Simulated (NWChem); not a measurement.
All runs are NWChem calculations. System: C₄H₄ClF, charge 0, spin multiplicity 1, at a geometry optimised with PBE/def2-SVP. The structure started from a generated list of species. Level: LDA (SVWN5)/def2-SVP.

Job file:

```
start mol
memory heap 200 mb stack 800 mb global 1000 mb
geometry units angstroms nocenter noautoz
  F      0.561311    -2.047152     0.000000
  C      0.686260    -0.725455     0.000000
  C     -0.184652     0.310592     0.000000
  Cl    -1.894231     0.466983     0.000000
  C      0.921857     1.347261     0.000000
  C      1.923002     0.133215     0.000000
  H      0.974384     1.985221     0.906383
  H      0.974384     1.985221    -0.906383
  H      2.561287     0.060769    -0.905585
  H      2.561287     0.060769     0.905585
  symmetry group Cs
end
basis spherical
  * library def2-svp
end
dft
  xc slater vwn_5
  semidirect memsize 60000000 filesize 0
  iterations 100
end
task dft energy
```

Part of the output:

```
             Northwest Computational Chemistry Package (NWChem) 7.3.0
             --------------------------------------------------------

                                NWChem Input Module
                                -------------------

 Scaling coordinates for geometry "geometry" by  1.889725989
 (inverse scale =  0.529177249)

 Turning off AUTOSYM since
 SYMMETRY directive was detected!

                             Geometry "geometry" -> ""
                             -------------------------

 Output coordinates in angstroms (scale by  1.889725989 to convert to a.u.)

  No.       Tag          Charge          X              Y              Z
 ---- ---------------- ---------- -------------- -------------- --------------
    1 F                    9.0000     0.56131100    -2.04715200     0.00000000
    2 C                    6.0000     0.68626000    -0.72545500     0.00000000
    3 C                    6.0000    -0.18465200     0.31059200     0.00000000
    4 Cl                  17.0000    -1.89423100     0.46698300     0.00000000
    5 C                    6.0000     0.92185700     1.34726100     0.00000000
    6 C                    6.0000     1.92300200     0.13321500     0.00000000
    7 H                    1.0000     0.97438400     1.98522100     0.90638300
    8 H                    1.0000     0.97438400     1.98522100    -0.90638300
    9 H                    1.0000     2.56128700     0.06076900    -0.90558500
   10 H                    1.0000     2.56128700     0.06076900     0.90558500

 Effective nuclear repulsion energy (a.u.)     271.1427425924

            Nuclear Dipole moment (a.u.)
            ----------------------------
        X                 Y               Z
 ---------------- ---------------- ----------------
     0.0000302356     0.0000018897     0.0000000000

      Symmetry information
      --------------------

 Group name             Cs
 Group number              2
 Group order               2
 No. of unique centers     8

      Symmetry unique atoms

     1    2    3    4    5    6    7    9


 Summary of "ao basis" -> "" (spherical)
 ------------------------------------------------------------------------------
       Tag                 Description            Shells   Functions and Types
 ---------------- ------------------------------  ------  ---------------------
 *                          def2-svp                  on all atoms

                                 NWChem DFT Module
                                 -----------------

 Summary of "ao basis" -> "ao basis" (spherical)
 ------------------------------------------------------------------------------
       Tag                 Description            Shells   Functions and Types
 ---------------- ------------------------------  ------  ---------------------
 F                          def2-svp                 6       14   3s2p1d
 C                          def2-svp                 6       14   3s2p1d
 Cl                         def2-svp                 8       18   4s3p1d
 H                          def2-svp                 3        5   2s1p

 Summary of "ao basis" -> "ao basis" (spherical)
 ------------------------------------------------------------------------------
       Tag                 Description            Shells   Functions and Types
 ---------------- ------------------------------  ------  ---------------------
 F                          def2-svp                 6       14   3s2p1d
 C                          def2-svp                 6       14   3s2p1d
 Cl                         def2-svp                 8       18   4s3p1d
 H                          def2-svp                 3        5   2s1p

      Symmetry analysis of basis
      --------------------------

        a'         73
        a"         35

            General Information
            -------------------
          SCF calculation type: DFT
          Wavefunction type:  closed shell.
          No. of atoms     :    10
          No. of electrons :    54
           Alpha electrons :    27
            Beta electrons :    27
          Charge           :     0
          Spin multiplicity:     1
          Use of symmetry is: on ; symmetry adaption is: on
          Maximum number of iterations: 100
          AO basis - number of functions:   108
                     number of shells:    50
          Convergence on energy requested:  1.00D-06
          Convergence on density requested:  1.00D-05
          Convergence on gradient requested:  5.00D-04

              XC Information
              --------------
                        Slater Exchange Functional  1.000 local
                      VWN V Correlation Functional  1.000 local

             Grid Information
             ----------------
          Grid used for XC integration:  medium
          Radial quadrature: Mura-Knowles
          Angular quadrature: Lebedev.
          Tag              B.-S. Rad. Rad. Pts. Rad. Cut. Ang. Pts.
          ---              ---------- --------- --------- ---------
          F                   0.50       49          11.0       434
          C                   0.70       49          10.0       434
          Cl                  1.00       88          11.0       590
          H                   0.35       45          11.0       434
          Grid pruning is: on
          Number of quadrature shells:   423
          Spatial weights used:  Erf1

          Convergence Information
          -----------------------
          Convergence aids based upon iterative change in
          total energy or number of iterations.
          Levelshifting, if invoked, occurs when the
          HOMO/LUMO gap drops below (HL_TOL):  1.00D-02
          DIIS, if invoked, will attempt to extrapolate
          using up to (NFOCK): 10 stored Fock matrices.

                    Damping( 0%)  Levelshifting(0.5)       DIIS
                  --------------- ------------------- ---------------
          dE  on:    start            ASAP                start
          dE off:    2 iters        100 iters           100 iters

      Screening Tolerance Information
      -------------------------------
          Density screening/tol_rho:  1.00D-10
          AO Gaussian exp screening on grid/accAOfunc:  14
          CD Gaussian exp screening on grid/accCDfunc:  20
          XC Gaussian exp screening on grid/accXCfunc:  20
          Schwarz screening/accCoul:  1.00D-08

      Superposition of Atomic Density Guess
      -------------------------------------

 Sum of atomic energies:        -711.11238872

      Non-variational initial energy
      ------------------------------

 Total energy =    -714.335299
 1-e energy   =   -1517.085695
 2-e energy   =     531.607653
 HOMO         =      -0.231579
 LUMO         =       0.076041

      Symmetry analysis of molecular orbitals - initial
      -------------------------------------------------

  Numbering of irreducible representations:

     1 a'          2 a"

  Orbital symmetries:

     1 a'          2 a'          3 a'          4 a'          5 a'
     6 a'          7 a'          8 a'          9 a'         10 a"
    11 a'         12 a'         13 a'         14 a'         15 a'
    16 a'         17 a"         18 a'         19 a'         20 a"
    21 a'         22 a"         23 a'         24 a"         25 a'
    26 a'         27 a"         28 a"         29 a'         30 a'
    31 a'         32 a"         33 a'         34 a'         35 a'
    36 a"         37 a'

------------------------------------------------------------
EAF file 0: "./mol.aoints.0" size=524288 bytes
------------------------------------------------------------
               write      read    awrite     aread      wait
               -----      ----    ------     -----      ----
     calls:        1         0         0         0         0
   data(b): 5.24e+05  0.00e+00  0.00e+00  0.00e+00
   time(s): 0.00e+00  0.00e+00  0.00e+00  0.00e+00  0.00e+00
rate(mb/s): 0.00e+00  0.00e+00
------------------------------------------------------------

   convergence    iter        energy       DeltaE   RMS-Dens  Diis-err    time
 ---------------- ----- ----------------- --------- --------- ---------  ------
 d= 0,ls=0.0,diis     1   -710.8479747299 -9.82D+02  3.51D-02  1.28D+00     2.2
 d= 0,ls=0.0,diis     2   -710.7421120622  1.06D-01  1.29D-02  2.03D+00     2.4
 d= 0,ls=0.0,diis     3   -710.9164854333 -1.74D-01  4.59D-03  3.54D-01     2.7
 d= 0,ls=0.0,diis     4   -710.9458476858 -2.94D-02  2.24D-03  4.15D-02     2.9
 d= 0,ls=0.0,diis     5   -710.9493335435 -3.49D-03  9.22D-04  1.15D-02     3.2
  Resetting Diis
 d= 0,ls=0.0,diis     6   -710.9509146497 -1.58D-03  2.44D-04  4.48D-04     3.5
 d= 0,ls=0.0,diis     7   -710.9509667915 -5.21D-05  1.82D-04  6.04D-05     3.7
 d= 0,ls=0.0,diis     8   -710.9509527322  1.41D-05  1.14D-04  1.96D-04     4.0
 d= 0,ls=0.0,diis     9   -710.9509734828 -2.08D-05  1.04D-05  1.40D-06     4.2
 d= 0,ls=0.0,diis    10   -710.9509735766 -9.38D-08  4.59D-06  3.28D-07     4.5

         Total DFT energy =     -710.950973576628
      One electron energy =    -1520.153517221860
           Coulomb energy =      596.277638575926
    Exchange-Corr. energy =      -58.217837523093
 Nuclear repulsion energy =      271.142742592397

 Numeric. integr. density =       54.000003442161

     Total iterative time =      4.0s

                  Occupations of the irreducible representations
                  ----------------------------------------------

                     irrep           alpha         beta
                     --------     --------     --------
                     a'               21.0         21.0
                     a"                6.0          6.0

                       DFT Final Molecular Orbital Analysis
                       ------------------------------------

 Vector   25  Occ=2.000000D+00  E=-3.100085D-01  Symmetry=a"
              MO Center= -8.3D-01,  5.9D-01, -5.3D-15, r^2= 3.4D+00
   Bfn.  Coefficient  Atom+Function         Bfn.  Coefficient  Atom+Function
  ----- ------------  ---------------      ----- ------------  ---------------
    55      0.472887   4 Cl pz               52      0.373932   4 Cl pz
    49      0.217876   4 Cl pz               66     -0.213350   5 C  pz
    34      0.186894   3 C  pz               89     -0.163952   7 H  s
    94      0.163952   8 H  s                37      0.148878   3 C  pz
     6      0.138718   1 F  pz               69     -0.112438   5 C  pz

 Vector   26  Occ=2.000000D+00  E=-2.703018D-01  Symmetry=a'
              MO Center= -1.4D+00,  4.5D-01, -3.0D-16, r^2= 2.4D+00
   Bfn.  Coefficient  Atom+Function         Bfn.  Coefficient  Atom+Function
  ----- ------------  ---------------      ----- ------------  ---------------
    54      0.594434   4 Cl py               51      0.442709   4 Cl py
    48      0.257248   4 Cl py               64      0.182852   5 C  px
    33     -0.162107   3 C  py               63     -0.125231   5 C  s
    17      0.121253   2 C  s                18     -0.117810   2 C  px
    16      0.101183   2 C  s                 4     -0.088867   1 F  px

 Vector   27  Occ=2.000000D+00  E=-2.101677D-01  Symmetry=a"
              MO Center= -5.8D-02, -8.7D-02,  5.0D-16, r^2= 3.3D+00
   Bfn.  Coefficient  Atom+Function         Bfn.  Coefficient  Atom+Function
  ----- ------------  ---------------      ----- ------------  ---------------
    55     -0.373458   4 Cl pz               20      0.371570   2 C  pz
    34      0.355093   3 C  pz               37      0.249560   3 C  pz
    52     -0.249549   4 Cl pz                6      0.240962   1 F  pz
    23      0.204695   2 C  pz                9     -0.185850   1 F  pz
    49     -0.144643   4 Cl pz              100      0.115003   9 H  s

 Vector   28  Occ=0.000000D+00  E=-2.548534D-02  Symmetry=a"
              MO Center=  3.2D-01, -1.6D-01,  1.0D-15, r^2= 2.7D+00
   Bfn.  Coefficient  Atom+Function         Bfn.  Coefficient  Atom+Function
  ----- ------------  ---------------      ----- ------------  ---------------
    37     -0.548605   3 C  pz               23      0.522657   2 C  pz
    20      0.502763   2 C  pz               34     -0.460209   3 C  pz
   100      0.253229   9 H  s               105     -0.253229  10 H  s
    55      0.242843   4 Cl pz                6      0.203593   1 F  pz
     9     -0.183698   1 F  pz               90      0.154189   7 H  s

 Vector   29  Occ=0.000000D+00  E= 1.886367D-02  Symmetry=a'
              MO Center= -6.6D-01,  3.3D-01,  1.1D-15, r^2= 3.6D+00
   Bfn.  Coefficient  Atom+Function         Bfn.  Coefficient  Atom+Function
  ----- ------------  ---------------      ----- ------------  ---------------
    53      0.856351   4 Cl px               35      0.762535   3 C  px
    46      0.648257   4 Cl s                63     -0.564938   5 C  s
    31     -0.525511   3 C  s                17     -0.461311   2 C  s
    32      0.440296   3 C  px               30     -0.333334   3 C  s
   100      0.295180   9 H  s               105      0.295180  10 H  s

 Vector   30  Occ=0.000000D+00  E= 3.700522D-02  Symmetry=a'
              MO Center=  1.6D+00,  9.8D-01,  2.1D-14, r^2= 5.7D+00
   Bfn.  Coefficient  Atom+Function         Bfn.  Coefficient  Atom+Function
  ----- ------------  ---------------      ----- ------------  ---------------
    77      1.600457   6 C  s                63      1.512693   5 C  s
   100     -0.932075   9 H  s               105     -0.932075  10 H  s
    90     -0.899099   7 H  s                95     -0.899099   8 H  s
    17     -0.582374   2 C  s                31     -0.566706   3 C  s
    68      0.382480   5 C  py               81      0.343395   6 C  px

 center of mass
 --------------
 x =  -0.14780693 y =  -0.10075227 z =   0.00000000

 moments of inertia (a.u.)
 ------------------
         455.921791028660         134.547839318360           0.000000000000
         134.547839318360         749.526481234257           0.000000000000
           0.000000000000           0.000000000000        1181.815540487127

     Multipole analysis of the density
     ---------------------------------

     L   x y z        total         alpha         beta         nuclear
     -   - - -        -----         -----         ----         -------
     0   0 0 0     -0.000000    -27.000000    -27.000000     54.000000

     1   1 0 0      0.622544      0.311257      0.311257      0.000030
     1   0 1 0      0.449298      0.224648      0.224648      0.000002
     1   0 0 1      0.000000      0.000000      0.000000      0.000000

     2   2 0 0    -28.981662   -209.416638   -209.416638    389.851614
     2   1 1 0      0.758434     28.129617     28.129617    -55.500799
     2   1 0 1     -0.000000     -0.000000     -0.000000      0.000000
     2   0 2 0    -31.303556   -130.011506   -130.011506    228.719456
     2   0 1 1     -0.000000     -0.000000     -0.000000      0.000000
     2   0 0 2    -30.103874    -20.914247    -20.914247     11.724621

 Task  times  cpu:        4.5s     wall:        4.5s

 Total times  cpu:        4.5s     wall:        4.5s
```
